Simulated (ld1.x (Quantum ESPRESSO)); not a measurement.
# An all-electron radial function and its pseudo partner (O (Z = 8))

Columns: radius, all-electron u(r) and pseudo u(r) of the 2s shell (level -27.56 eV) of oxygen in the configuration [He] 2s2 2p3.75; PBE, scalar-relativistic, TM scheme, ld1.x (Quantum ESPRESSO) 7.5.

| r (bohr) | all-electron | pseudo |
| --- | --- | --- |
| 0.055 | 0.3549 | -0.0592 |
| 0.110 | 0.4239 | -0.1196 |
| 0.165 | 0.3415 | -0.1823 |
| 0.220 | 0.1859 | -0.2486 |
| 0.275 | 0.0030 | -0.3195 |
| 0.330 | -0.1811 | -0.3954 |
| 0.385 | -0.3522 | -0.4765 |
| 0.440 | -0.5032 | -0.5613 |
| 0.495 | -0.6314 | -0.6474 |
| 0.550 | -0.7364 | -0.7307 |
| 0.605 | -0.8190 | -0.8066 |
| 0.660 | -0.8811 | -0.8704 |
| 0.715 | -0.9248 | -0.9185 |
| 0.770 | -0.9526 | -0.9501 |
| 0.825 | -0.9668 | -0.9663 |
| 0.880 | -0.9696 | -0.9695 |
| 0.935 | -0.9630 | -0.9630 |
| 0.990 | -0.9488 | -0.9488 |
| 1.045 | -0.9285 | -0.9285 |
| 1.100 | -0.9035 | -0.9035 |
| 1.155 | -0.8749 | -0.8749 |
| 1.210 | -0.8437 | -0.8437 |
| 1.265 | -0.8106 | -0.8106 |
| 1.320 | -0.7764 | -0.7764 |
| 1.375 | -0.7416 | -0.7416 |
| 1.430 | -0.7066 | -0.7066 |

Task: How many radial nodes do the two functions have?

Result: The all-electron 2s function has n − l − 1 = 1; the pseudo-wave has 0, since the states of the same l below it are removed with the core.

Task: At about which radius was the pseudo-wave matched?

Result: 0.95 bohr. The columns agree to 0.0005 from 0.82 bohr on; several derivatives are matched, so the curves merge somewhat inside the radius.

Task: Is the pseudo-wave norm-conserving?

Result: Yes: the TM scheme keeps the norm inside the radius equal to the all-electron one, which fixes the energy derivative of the logarithmic derivative at the level.
